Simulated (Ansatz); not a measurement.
`[OH][Ta](=[S])([Cl])[Cl]`, 6 atoms. The species carries charge 0 and has multiplicity 1. Correlated methods include outer-core shells of Ta, which these sets cover unevenly. Ta takes the def2 core potential. All runs use 4 threads of an AMD EPYC 7B13 on a shared host. Correlated methods freeze the cores.

(1) How many basis functions does each run have, and how long does it take in Ansatz? RKS PBE0-D4/def2-SVP energy; RHF-CCSD(T)/def2-SVP energy; RKS PBE0-D4/def2-QZVPP energy; RKS r2SCANh-D4/def2-TZVPP energy; direct RPA on PBE orbitals/def2-TZVPP energy; RKS HSE06 (plane-wave form)-D4/def2-TZVPP energy; RKS PBE0-D4/def2-TZVP relaxation (7 steps); RKS r2SCAN0-D4/def2-TZVPP energy; RKS PBE0-D4/def2-TZVP frequencies; RKS ωB97M-V/def2-SVP energy; RHF-CCSD(T)/def2-TZVPP energy; RKS BLYP-D4/def2-TZVPP energy. (An estimate is asked.)

## Answers

(1) Ansatz gave: Other jobs shared the machine, so times are rough.

```csv
level,job,functions,wall time,peak host memory (GiB)
RKS PBE0-D4/def2-SVP,energy,105,1.4 s,0.24
RKS BLYP-D4/def2-TZVPP,energy,227,2 s,0.36
RKS HSE06 (plane-wave form)-D4/def2-TZVPP,energy,227,3.3 s,0.74
direct RPA on PBE orbitals/def2-TZVPP,energy,227,4.2 s,0.54
RKS ωB97M-V/def2-SVP,energy,105,5 s,0.38
RKS r2SCAN0-D4/def2-TZVPP,energy,227,5 s,0.75
RKS r2SCANh-D4/def2-TZVPP,energy,227,5.5 s,0.7
RHF-CCSD(T)/def2-SVP,energy,105,6.5 s,0.48
RKS PBE0-D4/def2-QZVPP,energy,378,7 s,1.5
RKS PBE0-D4/def2-TZVP,relaxation (7 steps),188,25 s,0.61
RKS PBE0-D4/def2-TZVP,frequencies,188,87 s,0.63
RHF-CCSD(T)/def2-TZVPP,energy,227,2 min,4
```
